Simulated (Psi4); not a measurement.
C₂H₆N, charge -1, singlet, geometry from GFN2-xTB (a gas-phase anion, which may not be bound at this level). Base run: MP2/6-311G** run with Psi4 1.11.

The Psi4 input:
```
memory 2 GB

molecule {
-1 1
C     1.34206891   -0.30342750   -0.00661096
C     0.14876589    0.55092354   -0.00453656
N    -1.30721820   -0.07433856    0.00884616
H     1.32777328   -0.97632740    0.89192972
H     1.31633528   -0.98796197   -0.89606266
H     0.10851373    1.19267402   -0.89918986
H     0.11990906    1.20426517    0.88213160
H    -1.32833243   -0.69336521    0.82186557
H    -1.33868028   -0.70389088   -0.79571234
}

set {
  basis 6-311g**
  freeze_core true
}

energy('mp2')
print_variables()
```

Each row names what was changed in the base input (with any setting that the change needs).

```csv
change,basis functions,E (Eh),MP2 correlation (Eh)
base,90,-134.09658,-0.50917
basis = def2-SV(P),54,-133.85543,-0.42750
basis = 6-31G*,57,-133.97011,-0.43620
basis = 6-31+G*,69,-134.01966,-0.45501
basis = def2-SVP,72,___,___
basis = pcseg-1,72,-134.00032,-0.47866
basis = cc-pVDZ,72,___,___
basis = aug-pcseg-1,123,-134.05415,-0.51148
basis = def2-TZVP,129,-134.18879,-0.57687
basis = def2-TZVPD,___,___,___
basis = cc-pVTZ,174,-134.20242,-0.59597
basis = def2-TZVPP,177,-134.21097,-0.59595
basis = aug-cc-pVTZ,___,___,___
```

Some entries are withheld; supply them.


- basis = def2-SVP, E (Eh): -133.92599
- basis = def2-SVP, MP2 correlation (Eh): -0.47575
- basis = cc-pVDZ, E (Eh): -134.03723
- basis = cc-pVDZ, MP2 correlation (Eh): -0.47945
- basis = def2-TZVPD, basis functions: 165
- basis = def2-TZVPD, E (Eh): -134.20309
- basis = def2-TZVPD, MP2 correlation (Eh): -0.58576
- basis = aug-cc-pVTZ, basis functions: 276
- basis = aug-cc-pVTZ, E (Eh): -134.23179
- basis = aug-cc-pVTZ, MP2 correlation (Eh): -0.61303

Totals compare only among sets that treat the same electrons; sets with core potentials leave the core out.

A gas-phase anion may not be bound at this level; its values then depend on the basis.
